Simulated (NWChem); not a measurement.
Program: NWChem. System: MgO, charge 0, spin multiplicity 1, at a geometry optimised with PBE0/def2-SVP. The structure started from a generated list of species. Level: MP2/def2-QZVP, 6 core orbitals frozen.

Job file:

```
start mol
memory heap 200 mb stack 900 mb global 1100 mb
geometry units angstroms nocenter noautoz
  Mg     0.000000     0.000000     0.699045
  O      0.000000     0.000000    -1.048568
  symmetry group C2v
end
basis spherical
  * library def2-qzvp
end
scf
  rhf
  nopen 0
  maxiter 100
  thresh 1e-7
  semidirect memsize 60000000 filesize 0
end
mp2
  freeze core 6
end
task mp2 energy
```

Output (cleaned and shortened):

```
             Northwest Computational Chemistry Package (NWChem) 7.3.0
             --------------------------------------------------------

                                NWChem Input Module
                                -------------------

 Scaling coordinates for geometry "geometry" by  1.889725989
 (inverse scale =  0.529177249)

 Turning off AUTOSYM since
 SYMMETRY directive was detected!

                             Geometry "geometry" -> ""
                             -------------------------

 Output coordinates in angstroms (scale by  1.889725989 to convert to a.u.)

  No.       Tag          Charge          X              Y              Z
 ---- ---------------- ---------- -------------- -------------- --------------
    1 Mg                  12.0000     0.00000000     0.00000000     0.69904500
    2 O                    8.0000     0.00000000     0.00000000    -1.04856800

 Effective nuclear repulsion energy (a.u.)      29.0688017908

            Nuclear Dipole moment (a.u.)
            ----------------------------
        X                 Y               Z
 ---------------- ---------------- ----------------
     0.0000000000     0.0000000000    -0.0000075589

      Symmetry information
      --------------------

 Group name             C2v
 Group number             16
 Group order               4
 No. of unique centers     2

      Symmetry unique atoms

     1    2


 Summary of "ao basis" -> "" (spherical)
 ------------------------------------------------------------------------------
       Tag                 Description            Shells   Functions and Types
 ---------------- ------------------------------  ------  ---------------------
 *                         def2-qzvp                  on all atoms

 Summary of "ao basis" -> "ao basis" (spherical)
 ------------------------------------------------------------------------------
       Tag                 Description            Shells   Functions and Types
 ---------------- ------------------------------  ------  ---------------------
 Mg                        def2-qzvp                19       51   9s5p4d1f
 O                         def2-qzvp                17       57   7s4p3d2f1g

                                 NWChem SCF Module
                                 -----------------

  ao basis        = "ao basis"
  functions       =   108
  atoms           =     2
  closed shells   =    10
  open shells     =     0
  charge          =   0.00
  wavefunction    = RHF
  use symmetry    = T
  symmetry adapt  = T

 Summary of "ao basis" -> "ao basis" (spherical)
 ------------------------------------------------------------------------------
       Tag                 Description            Shells   Functions and Types
 ---------------- ------------------------------  ------  ---------------------
 Mg                        def2-qzvp                19       51   9s5p4d1f
 O                         def2-qzvp                17       57   7s4p3d2f1g

      Symmetry analysis of basis
      --------------------------

        a1         48
        a2         12
        b1         24
        b2         24

 Forming initial guess at       0.1s

      Superposition of Atomic Density Guess
      -------------------------------------

 Sum of atomic energies:        -274.40132908

      Non-variational initial energy
      ------------------------------

 Total energy =    -274.204484
 1-e energy   =    -440.309936
 2-e energy   =     137.036650
 HOMO         =      -0.449163
[...]
  ----- ------------  ---------------      ----- ------------  ---------------
    67      0.280625  2 O  pz                 7      0.273336  1 Mg s
    61      0.260042  2 O  pz                64      0.255124  2 O  pz
     8      0.236959  1 Mg s                 70      0.165257  2 O  pz

 Vector   11  Occ=0.000000D+00  E=-5.038756D-02  Symmetry=a1
              MO Center=  9.9D-15,  2.8D-15,  1.6D+00, r^2= 5.3D+00
   Bfn.  Coefficient  Atom+Function         Bfn.  Coefficient  Atom+Function
  ----- ------------  ---------------      ----- ------------  ---------------
     9      0.667185  1 Mg s                 24      0.242064  1 Mg pz
    21      0.240125  1 Mg pz                67     -0.153125  2 O  pz

 Vector   12  Occ=0.000000D+00  E= 2.914044D-02  Symmetry=b2
              MO Center= -2.6D-29, -1.1D-15,  1.6D+00, r^2= 1.1D+01
   Bfn.  Coefficient  Atom+Function         Bfn.  Coefficient  Atom+Function
  ----- ------------  ---------------      ----- ------------  ---------------
    23      0.950954  1 Mg py                41      0.367528  1 Mg d -1
    17      0.192909  1 Mg py

 Vector   13  Occ=0.000000D+00  E= 2.914044D-02  Symmetry=b1
              MO Center= -2.1D-15,  4.3D-30,  1.6D+00, r^2= 1.1D+01
   Bfn.  Coefficient  Atom+Function         Bfn.  Coefficient  Atom+Function
  ----- ------------  ---------------      ----- ------------  ---------------
    22      0.950954  1 Mg px                43     -0.367528  1 Mg d  1
    16      0.192909  1 Mg px

 center of mass
 --------------
 x =   0.00000000 y =   0.00000000 z =  -0.00024241

 moments of inertia (a.u.)
 ------------------
         104.656981808976           0.000000000000           0.000000000000
           0.000000000000         104.656981808976           0.000000000000
           0.000000000000           0.000000000000           0.000000000000

  Mulliken analysis of the total density
  --------------------------------------

    Atom       Charge   Shell Charges
 -----------   ------   -------------------------------------------------------
    1 Mg  12    11.01   1.75  0.00  0.21  0.47  1.06  0.48  0.33  0.25  0.03  5.80  0.23  0.08  0.14  0.03  0.00  0.02  0.07  0.05  0.02
    2 O    8     8.99   1.07  0.01  0.68  0.21  0.47  1.01  0.52  1.16  1.50  1.60  0.75  0.00  0.00  0.01  0.00  0.00  0.00

       Multipole analysis of the density wrt the origin
       ------------------------------------------------

     L   x y z        total         open         nuclear
     -   - - -        -----         ----         -------
     0   0 0 0     -0.000000      0.000000     20.000000

     1   1 0 0     -0.000000      0.000000      0.000000
     1   0 1 0      0.000000      0.000000      0.000000
     1   0 0 1      3.582281      0.000000     -0.000008

     2   2 0 0    -10.467732      0.000000      0.000000
     2   1 1 0     -0.000000      0.000000      0.000000
     2   1 0 1      0.000000      0.000000      0.000000
     2   0 2 0    -10.467732      0.000000      0.000000
     2   0 1 1      0.000000      0.000000      0.000000
     2   0 0 2    -10.182861      0.000000     52.351538

                   NWChem MP2 Semi-direct Energy/Gradient Module
                   ---------------------------------------------

  Basis functions       =    108
  Molecular orbitals    =    108
  Frozen core           =      6
  Frozen virtuals       =      0
  Active alpha occupied =      4
  Active beta occupied  =      4
  Active alpha virtual  =     98
  Active beta virtual   =     98
  Use MO symmetry       = T
  Use skeleton AO sym   = T

  AO/Fock/Back tols     =   1.0D-09  1.0D-09  1.0D-09

 GA uses MA = F    GA memory limited = T

 Available:
  local mem=  1.26D+08
 global mem=  1.44D+08
 local disk=  0.00D+00
  mp2_memr nvloc                    98
  nvloc new                    98
   1 passes of   4:        7340032                      56181                   7804904.
   1 passes of   4: M    126149649           G      144155872           F     118809617.

 Semi-direct pass number   1 of   1  for RHF alpha+beta  at        4.4s
  vrange nnbf                  5841
  mp2_eaftype                    29  avail_ma_in_mb                  1099
 EAF : mp2_eaftype filesize          29    3902452.
  mp2_eaf for mointskh                     29
Node 0 wrote     18.3 Mb in      0.0 s     Agg I/O rate:   603.7 Mb/s
 Done moints_semi at       10.2s
  mp2_eaftype                    29  avail_ma_in_mb                  1070
 EAF : mp2_eaftype filesize          29    3902452.
  mp2_eaf for kh                    29
 Done maket at       10.3s
 Done multipass loop at       10.3s

          -------------------------------------------
          SCF energy                -274.388718036607
          Correlation energy          -0.346902540540
          Singlet pairs               -0.213800027415
          Triplet pairs               -0.133102513125
          Total MP2 energy          -274.735620577147
          -------------------------------------------

          ---------------------------------------------------
                    Spin Component Scaled (SCS) MP2
          Same spin pairs                     -0.088735008750
          Same spin scaling factor             0.333333333333
          Opposite spin pairs                 -0.258167531790
          Opposite spin scaling fact.          1.200000000000
          SCS-MP2 correlation energy          -0.339379374398
          Total SCS-MP2 energy              -274.728097411005
          ---------------------------------------------------

 -----------------------
 Performance information
 -----------------------

 Timer overhead =  1.37D-07 seconds/call

               Nr. of calls         CPU time (s)                 Wall time (s)                GFlops
             ---------------    -------------------     ------------------------------   -------------------
Name         Min   Avg   Max    Min     Avg     Max     Min     Avg     Max   Mx/calls   Min     Max     Sum
mp2: moin     1     1     1    5.8     5.8     5.8      5.8     5.8     5.8     5.8      0.0     0.0     0.0
mp2: make     1     1     1   0.11    0.11    0.11     0.11    0.11    0.11    0.11      0.0     0.0     0.0
mp2: tota     1     1     1    6.1     6.1     6.1      6.1     6.1     6.1     6.1      0.0     0.0     0.0

 The average no. of pstat calls per process was 3.00D+00
 with a timing overhead of 4.11D-07s

 Task  times  cpu:       10.3s     wall:       10.3s

 Total times  cpu:       10.3s     wall:       10.3s
```
